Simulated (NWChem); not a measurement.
Molecule: C$_{4}$H$_{6}$O; SMILES C1=CCOC1

```xyz
11

C      0.0000    -0.6661     1.0365
C      0.0000     0.6661     1.0365
C      0.0000     1.1611    -0.3770
O      0.0000     0.0000    -1.1763
C      0.0000    -1.1611    -0.3770
H      0.0000    -1.3192     1.9110
H      0.0000     1.3192     1.9110
H      0.8892     1.7853    -0.6004
H     -0.8892     1.7853    -0.6004
H      0.8892    -1.7853    -0.6004
H     -0.8892    -1.7853    -0.6004
```
Atoms are numbered in this order, from 1.

Level: PBE0/def2-SVP (NWChem), optimised geometry, unscaled harmonic frequencies. 

```json
[
 {"frequency (cm⁻¹)": "111", "IR intensity (km/mol)": "7.7"},
 {"frequency (cm⁻¹)": "387", "IR intensity (km/mol)": "0.0"},
 {"frequency (cm⁻¹)": "683", "IR intensity (km/mol)": "32.2"},
 {"frequency (cm⁻¹)": "772", "IR intensity (km/mol)": "7.4"},
 {"frequency (cm⁻¹)": "818", "IR intensity (km/mol)": "1.7"},
 {"frequency (cm⁻¹)": "932", "IR intensity (km/mol)": "1.0"},
 {"frequency (cm⁻¹)": "961", "IR intensity (km/mol)": "20.5"},
 {"frequency (cm⁻¹)": "961", "IR intensity (km/mol)": "0.0"},
 {"frequency (cm⁻¹)": "1011", "IR intensity (km/mol)": "8.3"},
 {"frequency (cm⁻¹)": "1023", "IR intensity (km/mol)": "18.0"},
 {"frequency (cm⁻¹)": "1055", "IR intensity (km/mol)": "0.0"},
 {"frequency (cm⁻¹)": "1109", "IR intensity (km/mol)": "1.7"},
 {"frequency (cm⁻¹)": "1178", "IR intensity (km/mol)": "2.5"},
 {"frequency (cm⁻¹)": "1188", "IR intensity (km/mol)": "118.1"},
 {"frequency (cm⁻¹)": "1227", "IR intensity (km/mol)": "0.0"},
 {"frequency (cm⁻¹)": "1313", "IR intensity (km/mol)": "1.1"},
 {"frequency (cm⁻¹)": "1381", "IR intensity (km/mol)": "1.4"},
 {"frequency (cm⁻¹)": "1398", "IR intensity (km/mol)": "5.5"},
 {"frequency (cm⁻¹)": "1493", "IR intensity (km/mol)": "0.6"},
 {"frequency (cm⁻¹)": "1508", "IR intensity (km/mol)": "2.5"},
 {"frequency (cm⁻¹)": "1724", "IR intensity (km/mol)": "0.2"},
 {"frequency (cm⁻¹)": "2994", "IR intensity (km/mol)": "146.8"},
 {"frequency (cm⁻¹)": "3002", "IR intensity (km/mol)": "8.2"},
 {"frequency (cm⁻¹)": "3027", "IR intensity (km/mol)": "0.0"},
 {"frequency (cm⁻¹)": "3029", "IR intensity (km/mol)": "91.8"},
 {"frequency (cm⁻¹)": "3234", "IR intensity (km/mol)": "0.5"},
 {"frequency (cm⁻¹)": "3258", "IR intensity (km/mol)": "2.7"}
]
```

```json
{
 "zero_point_energy": "58.3 kcal/mol",
 "thermal correction to the enthalpy at 298.15 K (with zero-point energy)": "61.7 kcal/mol",
 "heat capacity Cv": "15.3 cal/(mol K)",
 "entropy at 298.15 K and 1 atm (symmetry number 2)": "67.7 cal/(mol K)",
 "dipole_moment": "1.64 D"
}
```

Rigid rotor and harmonic oscillator.
